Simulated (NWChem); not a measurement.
Species: C4H5F; SMILES FC(=C)C=C

```xyz
10

C      0.0574    -1.9436     0.0000
C     -0.6566    -0.8118     0.0000
C     -0.0656     0.5185     0.0000
C     -0.7326     1.6769     0.0000
F      1.2716     0.5258     0.0000
H      1.1496    -1.9194     0.0000
H     -0.4315    -2.9200     0.0000
H     -1.7501    -0.8395     0.0000
H     -1.8223     1.6778     0.0000
H     -0.1981     2.6277     0.0000
```
Atoms are numbered in this order, from 1.

The geometry was optimised at PBE0/def2-SVP.

Task: Give the principal values of the shielding tensors (ppm) of C1, C2, C3, C4, F5 from PBE/pcSseg-1, GIAO (NWChem), with their diamagnetic and paramagnetic parts as GIAO splits them.

Result: 
| atom | σ11 | σ22 | σ33 | isotropic | diamagnetic | paramagnetic |
|---|---|---|---|---|---|---|
| C1 | -48.1 | 55.2 | 169.0 | 58.7 | 255.4 | -196.7 |
| C2 | -64.3 | 58.3 | 138.6 | 44.2 | 257.2 | -213.0 |
| C3 | -88.3 | 45.2 | 71.7 | 9.5 | 250.0 | -240.5 |
| C4 | -3.0 | 100.2 | 150.6 | 82.6 | 256.9 | -174.3 |
| F5 | 154.5 | 256.8 | 388.8 | 266.7 | 475.6 | -208.9 |
